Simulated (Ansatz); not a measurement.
Consider the β-hydride elimination: `CO[SiH2][SiH2]O` → `O[SiH2][SiH3]` + `C=O`.

Calculated with Ansatz (gas phase, PBE0-D4/def2-TZVP geometries, no zero-point term in ΔE). CCSD(T)/CBS adds triple-zeta CCSD(T) − MP2 to the extrapolated MP2 energy (def2 sets, frozen cores). This one scheme is used for every species. Functionals use def2-TZVPP. B3LYP here is the variant with VWN-RPA as its local correlation; programs differ in this. Each species was taken in one conformer, which may not be the lowest.

CCSD(T)/CBS gives +185.4 kJ/mol.

Another level gave +177.6 kJ/mol. Which?
A. PBE0/def2-TZVPP
B. r2SCAN-D4/def2-TZVPP
C. CCSD(T)/def2-TZVPP
D. B3LYP/def2-TZVPP

C. CCSD(T)/def2-TZVPP 177.6, r2SCAN-D4 187.5, B3LYP 166.7, PBE0 183.0 kJ/mol.

Largest T1 diagnostic among the species: 0.015.

From PBE to PBE0 (25 % exact exchange), in def2-TZVPP and without D4, ΔE moves by +15.6 kJ/mol. The D4 term adds +11.7 kJ/mol with B3LYP and +6.4 kJ/mol with PBE0; it sums over pairs of atoms, weighted by their polarisabilities, and B3LYP, whose exchange is more repulsive, gets the larger term. In def2-TZVPP, CCSD(T) changes the Hartree–Fock value by +9.2 kJ/mol (the triples alone add −1.6 kJ/mol) and MP2 by +20.1 kJ/mol.
